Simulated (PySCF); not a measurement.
N, charge +1, triplet. Base run: WB97X/cc-pVTZ (PySCF).

Input for PySCF:
```python
from pyscf import gto, scf, dft

mol = gto.Mole()
mol.atom = '''
    N     0.00000000    0.00000000    0.00000000
'''
mol.basis = 'cc-pvtz'
mol.charge = 1
mol.spin = 2
mol.verbose = 4
mol.build()

mf = dft.UKS(mol)
mf.xc = 'wb97x'
mf.kernel()
```

Each row names what was changed in the base input (with any setting that the change needs).

| change | ΔE vs base (µEh) | grid points | electrons on the grid |
|---|---|---|---|
| base | 0.0 | 13904 | 6.00000 |
| grids.level = 4 | 0.4 | 27880 | 6.00000 |
| grids.level = 5 | 0.4 | 42120 | 6.00000 |
| grids.level = 7 | -0.3 | 84912 | 6.00000 |
| grids.radi_method = mura_knowles | 0.6 | 13256 | 6.00000 |
| grids.atom_grid = (50, 194) | -7.1 | 6392 | 6.00000 |
| grids.level = 1 | 104 | 5120 | 6.00000 |
| grids.level = 0 | -2182 | 1064 | 6.00030 |
| grids.atom_grid = (150, 974) | -0.3 | 76144 | 6.00000 |
| small_rho_cutoff = 0 | 0.0 | 13904 | 6.00000 |
| grids.atom_grid = (75, 302) | 0.0 | 13904 | 6.00000 |

Open shells are given as the SCF converged; they aren't shown to be the lowest states, and a large step between rows can be another state.
